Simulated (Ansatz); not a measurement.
A run on F₃GeH₂N (`[NH2][Ge]([F])([F])[F]`) with other settings.

```yaml
crystal:
  periodic: [false, false, false]
  atoms:
    - {symbol: N, position_ang: [-0.377838, 0.531272, 0.965538]}
    - {symbol: Ge, position_ang: [0.147284, -0.409897, -0.456477]}
    - {symbol: F, position_ang: [1.156382, -1.692887, 0.035283]}
    - {symbol: F, position_ang: [-1.210924, -1.048768, -1.264750]}
    - {symbol: F, position_ang: [1.035808, 0.419209, -1.663143]}
    - {symbol: H, position_ang: [-1.053783, 1.257983, 0.780189]}
    - {symbol: H, position_ang: [0.364272, 0.874988, 1.557560]}
basis:
  gaussian: {orbitals: 6-31G}
hamiltonian: {xc: {name: HF}}
correlation: {active_space: {window: {electrons: 2, orbitals: 1}}}
output: {forces: true}
```

```sh
$ ansatz run in.yaml --threads 4 --pin off --events-out ev --progress --plain --max-ram 10444MiB
```

It prints (some lines left out):

```
Functional definition: HF
689 factors; integrals over basis functions are off by at most 2.4e-4 eV
mean field evaluation 1: about -66092.8963 eV, gradient 4.4e1 eV
mean field evaluation 2: about -66092.9745 eV, gradient 4.5e1 eV
mean field evaluation 4: about -66096.5733 eV, gradient 2.2e0 eV
mean field evaluation 8: about -66096.5927 eV, gradient 2.4e-1 eV
mean field -66096.59303159 eV, -2429.0049920310 hartree, gradient 2.3e-6 eV, S^2 0.000000; 0 other end points of the search recorded, 0 dependent functions left out
reference -66096.59303159 eV, -2429.0049920310 hartree; 34, 34 occupied and 35, 35 virtual orbitals, 689 factors
state -66096.59303159 eV, -2429.0049920310 hartree
Total energy: -66096.59303159 eV, -2429.0049920310 hartree
Atom 0 at    -0.377838     0.531272     0.965538 Å, force     0.806278     1.473362    -0.745373 eV/Å
Atom 1 at     0.147284    -0.409897    -0.456477 Å, force    -0.350291    -0.229670     0.526861 eV/Å
Atom 2 at     1.156382    -1.692887     0.035283 Å, force     0.343634    -0.377595     0.106026 eV/Å
Atom 3 at    -1.210924    -1.048768    -1.264750 Å, force    -0.390090    -0.177692    -0.296692 eV/Å
Atom 4 at     1.035808     0.419209    -1.663143 Å, force     0.232270     0.280336    -0.284360 eV/Å
Atom 5 at    -1.053783     1.257983     0.780189 Å, force    -0.047074    -0.558221     0.496926 eV/Å
Atom 6 at     0.364272     0.874988     1.557560 Å, force    -0.594727    -0.410519     0.196613 eV/Å
Dipole moment:    -0.077569     0.723776     0.498398 e Å
```

Run time 0.85 s (4 threads of an Arm Neoverse V1 on a shared host); peak host memory 0.16 GiB.
